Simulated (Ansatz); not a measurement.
Start from `C=C([SiH3])CF` and change one atom or group to get `C=C([SiH3])C[SiH3]`.

Ansatz, PBE0-D4/def2-TZVP geometries, multiplicity 1. Each molecule was computed in one conformer, which needn't be the lowest.

| property | `C=C([SiH3])CF` |
| --- | --- |
| LUMO energy (PBE/def2-TZVPP) / eV | -1.44 |
| HOMO energy (ωB97M-V/def2-TZVPP) / eV | -10.09 |
| LUMO energy (PBE0/def2-TZVPP) / eV | -0.44 |
| HOMO–LUMO gap (PBE/def2-TZVPP) / eV | 5.29 |
| size of the dipole moment (ωB97M-V/def2-TZVPP) / D | 1.04 |
| HOMO–LUMO gap (ωB97M-V/def2-TZVPP) / eV | 11.74 |

Give the same properties after the change, and the shifts. (An estimate is asked.)

Computed: 
| property | `C=C([SiH3])C[SiH3]` | shift |
| --- | --- | --- |
| LUMO energy (PBE/def2-TZVPP) / eV | -1.43 | 0.01 |
| HOMO energy (ωB97M-V/def2-TZVPP) / eV | -9.54 | 0.55 |
| LUMO energy (PBE0/def2-TZVPP) / eV | -0.45 | -0.01 |
| HOMO–LUMO gap (PBE/def2-TZVPP) / eV | 4.87 | -0.42 |
| size of the dipole moment (ωB97M-V/def2-TZVPP) / D | 0.79 | -0.25 |
| HOMO–LUMO gap (ωB97M-V/def2-TZVPP) / eV | 11.12 | -0.62 |

Dipoles are sizes alone; their direction can turn.
